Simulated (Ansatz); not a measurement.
One change: `C=[C](F)[InH2]` becomes `C=C(F)[SiH2]Cl`.

Ansatz, PBE0-D4/def2-TZVP geometries, multiplicity 1. Each molecule was computed in one conformer, which needn't be the lowest.

Elements past krypton have def2 core potentials.

```
                                          property  `C=[C](F)[InH2]`
              HOMO–LUMO gap (PBE0/def2-TZVPP) / eV              5.63
size of the dipole moment (ωB97M-V/def2-TZVPP) / D              1.33
                 LUMO energy (PBE/def2-TZVPP) / eV             -2.73
           HOMO–LUMO gap (ωB97M-V/def2-TZVPP) / eV              9.41
             HOMO energy (ωB97M-V/def2-TZVPP) / eV             -9.87
               HOMO energy (B3LYP/def2-TZVPP) / eV             -7.41
```

What does the change do to each property? (An estimate is asked.)

Computed: 
| property | `C=C(F)[SiH2]Cl` | shift |
| --- | --- | --- |
| HOMO–LUMO gap (PBE0/def2-TZVPP) / eV | 7.19 | 1.56 |
| size of the dipole moment (ωB97M-V/def2-TZVPP) / D | 2.03 | 0.70 |
| LUMO energy (PBE/def2-TZVPP) / eV | -1.86 | 0.87 |
| HOMO–LUMO gap (ωB97M-V/def2-TZVPP) / eV | 11.50 | 2.09 |
| HOMO energy (ωB97M-V/def2-TZVPP) / eV | -10.35 | -0.48 |
| HOMO energy (B3LYP/def2-TZVPP) / eV | -7.87 | -0.46 |

With PBE0 the HOMO falls by 0.48 eV and the LUMO rises by 1.09 eV, so the gap widens by about 1.57 eV. PBE moves the HOMO by -0.41 eV and ωB97M-V by -0.48 eV. Dipoles are sizes alone; their direction can turn.

B3LYP here is the variant with VWN-RPA as its local correlation; programs differ in this.
